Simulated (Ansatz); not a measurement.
Isolated molecules relaxed with PBE0-D4/def2-TZVP in Ansatz; ΔE leaves out vibrations. CCSD(T)/CBS adds triple-zeta CCSD(T) − MP2 to the extrapolated MP2 energy (def2 sets, frozen cores). For Br outer-core shells are correlated without core-valence functions, which leaves a few kJ/mol of doubt a bond. Scalar relativity is left out up to krypton. One conformer a species, not always the lowest.

`[SiH3][SiH2]Br` + `CC(=N)Cl` → `C/C(Cl)=N\[SiH3]` + `[SiH3]Br`  (cleavage of the Si–Si bond)

| species | MP2/def2-SVP energy (Eh) |
| --- | --- |
| `[SiH3][SiH2]Br` | -3153.16468 |
| `CC(=N)Cl` | -592.33172 |
| `C/C(Cl)=N\[SiH3]` | -882.44488 |
| `[SiH3]Br` | -2863.06236 |

(1) Work out ΔE.

(2) What do rigid-rotor, harmonic-oscillator terms from PBE0-D4/def2-TZVP frequencies (298.15 K, 1 bar) make of the CCSD(T)/CBS value? (Best estimate.)

Largest T1 diagnostic among the species: 0.012.

## Answers

(1) ΔE = (-882.44488) + (-2863.06236) − (-3153.16468) − (-592.33172) = -0.01084 Eh = -28.5 kJ/mol. CCSD(T)/CBS gives -27.9 kJ/mol.

(2) Ansatz gave: ΔZPE = -6.1 kJ/mol, ΔH = -34.0 kJ/mol, ΔS = -14 J/(mol·K), ΔG = -29.7 kJ/mol.

In def2-TZVPP, CCSD(T) changes the Hartree–Fock value by +15.7 kJ/mol (the triples alone add +1.2 kJ/mol) and MP2 by +5.7 kJ/mol. From PBE to PBE0 (25 % exact exchange), in def2-TZVPP and without D4, ΔE moves by −4.7 kJ/mol. At CCSD(T), def2-SVP lies +8.1 kJ/mol from the extrapolated value and def2-TZVPP +0.6 kJ/mol.
